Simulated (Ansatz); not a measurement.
Isolated molecules relaxed with PBE0-D4/def2-TZVP in Ansatz; ΔE leaves out vibrations. CCSD(T)/CBS is the MP2 limit (def2-TZVPP, def2-QZVPP) plus CCSD(T) − MP2 in def2-TZVPP, frozen cores. This one scheme is used for every species. Functionals use def2-TZVPP. For Ge outer-core shells are correlated without core-valence functions, which leaves a few kJ/mol of doubt a bond. Scalar relativity is left out up to krypton. One conformer a species, not always the lowest.

Reaction (formal exchange of groups at a Ge–C bond): `N[CH2][GeH]([F])[SH]` + CH₄ → `[CH3][GeH]([F])[SH]` + CH₃NH₂

```json
{"level": "PBE-D4", "ΔE (kJ/mol)": "-2.8"}
{"level": "ωB97M-V", "ΔE (kJ/mol)": "-5.8"}
{"level": "B2PLYP", "ΔE (kJ/mol)": "-8.4"}
{"level": "CCSD(T)/def2-TZVPP", "ΔE (kJ/mol)": "-7.5"}
```

Task: What does CCSD(T)/CBS give? (An estimate is asked.)

Result: Computed: -6.5 kJ/mol. The listed levels differ from it by 3.7, 0.7, -1.9, -1.0 kJ/mol.

Largest T1 diagnostic among the species: 0.011.

The D4 term adds +5.6 kJ/mol with B3LYP and +3.1 kJ/mol with PBE0; it sums over pairs of atoms, weighted by their polarisabilities, and B3LYP, whose exchange is more repulsive, gets the larger term. In def2-TZVPP, CCSD(T) changes the Hartree–Fock value by +9.4 kJ/mol (the triples alone add +1.8 kJ/mol) and MP2 by +10.4 kJ/mol.

B3LYP here is the variant with VWN-RPA as its local correlation; programs differ in this.
